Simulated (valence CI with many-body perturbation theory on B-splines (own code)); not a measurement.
## E1 line list for Os⁶⁹⁺

Method: relativistic CI+MBPT: five valence electrons over a frozen Dirac-Fock core [He], radial functions for each j: 9 s, 9 p, 8 d, 6 f, 3 g, 1 h, with the one-electron correlation potential Σ1 (screened to all orders), the two-electron term Σ2, the three-electron term Σ3, Breit, model QED; selected single and double excitations, second order for the rest (own B-spline code, finite nucleus).

No measured spectrum was set against this ion. As an estimate, large intervals hold to a few tenths of a per cent, small ones and those within an open d or f shell to about a per cent. Among the levels kept, up to 1200 cm⁻¹ of a level comes from second order outside the variational space, and about a tenth of that is noise between levels of different J, which matters for small intervals.

Lines 51 to 100 of 262 in falling wavelength, among levels below 97107 × 10³ cm⁻¹, chosen from the strongest by gf and those to the six lowest levels. Wavelengths and rates use the calculated energies. Electric multipoles are in the length gauge, E1 and E2 with the static RPA response of the core. Weak lines are less certain than strong ones. Lines between different terms over intervals too small for the method are left out, as are lines whose strength nearly cancels. The highest levels of a list are the least certain.

Levels are named by their leading jj configuration (3d3/2^4 stands for four electrons in 3d with j = 3/2), which in mixed levels can hold well under half, so a name can repeat and another be missing. Letters in brackets count levels of one name in rising energy.

```
λ vac (Å)                               Upper                               Lower   A (s⁻¹)  S (a.u.)
    21.70  (2s 2p1/2^2 2p3/2 3d3/2) J=3/2 [a]      (2s 2p1/2^2 2p3/2 3p1/2) J=5/2  2.73e+11  5.51e-03
    21.69  (2s^2 2p1/2 2p3/2 3d3/2) J=3/2 [a]  (2s^2 2p1/2 2p3/2 3p1/2) J=3/2 [a]  4.93e+11  9.94e-03
    21.68  (2s 2p1/2^2 2p3/2 3d3/2) J=5/2 [b]  (2s 2p1/2^2 2p3/2 3p1/2) J=3/2 [b]  1.25e+12  3.78e-02
    21.67  (2s 2p1/2^2 2p3/2 3d3/2) J=3/2 [a]  (2s 2p1/2^2 2p3/2 3p1/2) J=3/2 [a]  1.00e+12  2.02e-02
    21.65  (2s^2 2p1/2 2p3/2 3d3/2) J=5/2 [a]  (2s^2 2p1/2 2p3/2 3p1/2) J=3/2 [a]  1.00e+12  3.02e-02
    21.63  (2s^2 2p1/2 2p3/2 3p3/2) J=1/2 [a]         (2s^2 2p1/2 2p3/2 3s) J=1/2  1.25e+12  1.24e-02
    21.63          (2s^2 2p1/2^2 3d3/2) J=3/2          (2s^2 2p1/2^2 3p1/2) J=1/2  1.25e+12  2.51e-02
    21.57      (2s 2p1/2^2 2p3/2 3d3/2) J=7/2      (2s 2p1/2^2 2p3/2 3p1/2) J=5/2  1.22e+12  4.82e-02
    21.55      (2s^2 2p1/2 2p3/2 3p3/2) J=7/2         (2s^2 2p1/2 2p3/2 3s) J=5/2  1.87e+12  7.37e-02
    21.52      (2s^2 2p1/2 2p3/2 3d3/2) J=7/2      (2s^2 2p1/2 2p3/2 3p1/2) J=5/2  1.25e+12  4.94e-02
    21.48  (2s 2p1/2^2 2p3/2 3d3/2) J=1/2 [a]  (2s 2p1/2^2 2p3/2 3p1/2) J=3/2 [a]  1.33e+12  1.30e-02
    21.46  (2s^2 2p1/2 2p3/2 3d3/2) J=3/2 [a]      (2s^2 2p1/2 2p3/2 3p1/2) J=1/2  7.10e+11  1.39e-02
    21.45  (2s^2 2p1/2 2p3/2 3p3/2) J=3/2 [a]         (2s^2 2p1/2 2p3/2 3s) J=1/2  5.87e+11  1.14e-02
    21.40  (2s^2 2p1/2 2p3/2 3p3/2) J=5/2 [a]     (2s^2 2p1/2 2p3/2 3s) J=3/2 [a]  1.92e+12  5.57e-02
    21.34  (2s 2p1/2^2 2p3/2 3p3/2) J=5/2 [a]     (2s 2p1/2^2 2p3/2 3s) J=3/2 [a]  7.81e+11  2.25e-02
    21.29      (2s 2p1/2^2 2p3/2 3p3/2) J=7/2         (2s 2p1/2^2 2p3/2 3s) J=5/2  1.80e+12  6.86e-02
    21.27  (2s 2p1/2^2 2p3/2 3d3/2) J=1/2 [b]      (2s 2p1/2^2 2p3/2 3p1/2) J=1/2  1.12e+12  1.07e-02
    21.22  (2s^2 2p1/2 2p3/2 3d3/2) J=1/2 [a]      (2s^2 2p1/2 2p3/2 3p1/2) J=1/2  1.16e+12  1.09e-02
    21.18  (2s 2p1/2^2 2p3/2 3p3/2) J=1/2 [a]     (2s 2p1/2^2 2p3/2 3s) J=3/2 [a]  1.67e+12  1.57e-02
    21.06  (2s^2 2p1/2 2p3/2 3p3/2) J=3/2 [a]     (2s^2 2p1/2 2p3/2 3s) J=3/2 [a]  3.25e+11  6.00e-03
    21.02          (2s^2 2p1/2^2 3p3/2) J=3/2             (2s^2 2p1/2^2 3s) J=1/2  2.03e+12  3.72e-02
    21.01  (2s 2p1/2^2 2p3/2 3p3/2) J=3/2 [b]     (2s 2p1/2^2 2p3/2 3s) J=3/2 [b]  8.67e+11  1.59e-02
    21.01  (2s^2 2p1/2 2p3/2 3p3/2) J=3/2 [b]     (2s^2 2p1/2 2p3/2 3s) J=3/2 [b]  7.61e+11  1.39e-02
    20.94  (2s^2 2p1/2 2p3/2 3d3/2) J=5/2 [b]      (2s^2 2p1/2 2p3/2 3p1/2) J=5/2  4.93e+11  1.34e-02
    20.93  (2s 2p1/2^2 2p3/2 3p3/2) J=3/2 [a]         (2s 2p1/2^2 2p3/2 3s) J=5/2  4.15e+11  7.51e-03
    20.76  (2s^2 2p1/2 2p3/2 3p3/2) J=3/2 [b]         (2s^2 2p1/2 2p3/2 3s) J=5/2  2.66e+11  4.70e-03
    20.74  (2s^2 2p1/2 2p3/2 3d3/2) J=3/2 [b]      (2s^2 2p1/2 2p3/2 3p1/2) J=5/2  3.21e+11  5.66e-03
    20.72  (2s^2 2p1/2 2p3/2 3p3/2) J=5/2 [b]     (2s^2 2p1/2 2p3/2 3s) J=3/2 [b]  1.06e+12  2.78e-02
    20.67  (2s 2p1/2^2 2p3/2 3p3/2) J=3/2 [b]         (2s 2p1/2^2 2p3/2 3s) J=1/2  1.16e+12  2.01e-02
    20.50  (2s 2p1/2^2 2p3/2 3p3/2) J=1/2 [b]         (2s 2p1/2^2 2p3/2 3s) J=1/2  1.64e+12  1.40e-02
    20.47  (2s^2 2p1/2 2p3/2 3p3/2) J=5/2 [b]         (2s^2 2p1/2 2p3/2 3s) J=5/2  1.11e+12  2.83e-02
    20.45  (2s^2 2p1/2 2p3/2 3p3/2) J=3/2 [b]         (2s^2 2p1/2 2p3/2 3s) J=1/2  6.01e+11  1.01e-02
    20.29  (2s^2 2p1/2 2p3/2 3d3/2) J=3/2 [b]  (2s^2 2p1/2 2p3/2 3p1/2) J=3/2 [a]  1.93e+11  3.18e-03
    20.28  (2s 2p1/2^2 2p3/2 3p3/2) J=5/2 [a]         (2s 2p1/2^2 2p3/2 3s) J=5/2  1.16e+12  2.87e-02
    20.09  (2s^2 2p1/2 2p3/2 3p3/2) J=3/2 [b]     (2s^2 2p1/2 2p3/2 3s) J=3/2 [a]  6.62e+11  1.06e-02
    19.95  (2s^2 2p1/2 2p3/2 3d3/2) J=1/2 [b]  (2s^2 2p1/2 2p3/2 3p1/2) J=3/2 [a]  3.76e+11  2.95e-03
    19.91  (2s^2 2p1/2 2p3/2 3p3/2) J=1/2 [b]     (2s^2 2p1/2 2p3/2 3s) J=3/2 [b]  2.01e+12  1.57e-02
    19.40  (2s^2 2p1/2 2p3/2 3p3/2) J=1/2 [b]         (2s^2 2p1/2 2p3/2 3s) J=1/2  5.58e+11  4.02e-03
    19.06  (2s 2p1/2^2 2p3/2 3p3/2) J=5/2 [b]     (2s 2p1/2^2 2p3/2 3s) J=3/2 [a]  2.17e+11  4.45e-03
    18.39  (2s 2p1/2^2 2p3/2 3p3/2) J=1/2 [b]     (2s 2p1/2^2 2p3/2 3s) J=3/2 [a]  4.46e+11  2.74e-03
    10.48                (2s^2 2p3/2^3) J=3/2          (2s 2p1/2^2 2p3/2^2) J=1/2  9.88e+09  2.25e-05
    9.589                (2s^2 2p3/2^3) J=3/2          (2s 2p1/2^2 2p3/2^2) J=5/2  1.34e+10  2.33e-05
    6.579        (2s 2p1/2 2p3/2^3) J=3/2 [a]          (2s^2 2p1/2 2p3/2^2) J=1/2  1.01e+11  5.66e-05
    6.411          (2s 2p1/2^2 2p3/2^2) J=5/2          (2s^2 2p1/2^2 2p3/2) J=3/2  3.77e+12  2.94e-03
    6.391        (2s 2p1/2 2p3/2^3) J=3/2 [a]          (2s^2 2p1/2 2p3/2^2) J=5/2  3.99e+11  2.06e-04
    6.316        (2s 2p1/2 2p3/2^3) J=3/2 [a]          (2s^2 2p1/2 2p3/2^2) J=3/2  1.20e+13  5.97e-03
    6.257            (2s 2p1/2 2p3/2^3) J=5/2          (2s^2 2p1/2 2p3/2^2) J=5/2  1.18e+13  8.54e-03
    6.215            (2s 2p1/2 2p3/2^3) J=1/2          (2s^2 2p1/2 2p3/2^2) J=1/2  8.41e+12  1.99e-03
    6.202  (2s 2p1/2^2 2p3/2 3p3/2) J=5/2 [b]          (2s^2 2p1/2^2 3p3/2) J=3/2  1.56e+13  1.10e-02
    6.193  (2s 2p1/2^2 2p3/2 3d3/2) J=3/2 [b]          (2s^2 2p1/2^2 3d3/2) J=3/2  1.52e+13  7.15e-03
```
